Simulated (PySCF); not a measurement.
Method: PBE0 in PySCF with Sb def2-TZVP with ECP28, O def2-TZVP, F def2-TZVP; scalar-relativistic core potentials, no spin–orbit coupling; density-fitted integrals. Open shells, if any, are unrestricted.

Q: What shape and geometry does isolated singlet SbO2F take (every ligand bound to Sb)?

A: Counting electrons, antimony keeps none of its valence electrons outside its bonds, so the VSEPR class is AX3 and the expected shape is trigonal planar; with unlike ligands the computed point group is C2v. The lowest minimum found is a singlet of C2v symmetry with Sb–F 1.884 Å, Sb–O 1.785 Å (×2); F–Sb–O 108.1° (×2), O–Sb–O 143.9°. Its harmonic wavenumbers are 169 (b1), 211 (a1), 227 (b2), 652 (a1), 848 (a1), 927 (b2) cm⁻¹ and its dipole moment is 0.17 D.

This need not be the most stable arrangement of these atoms.
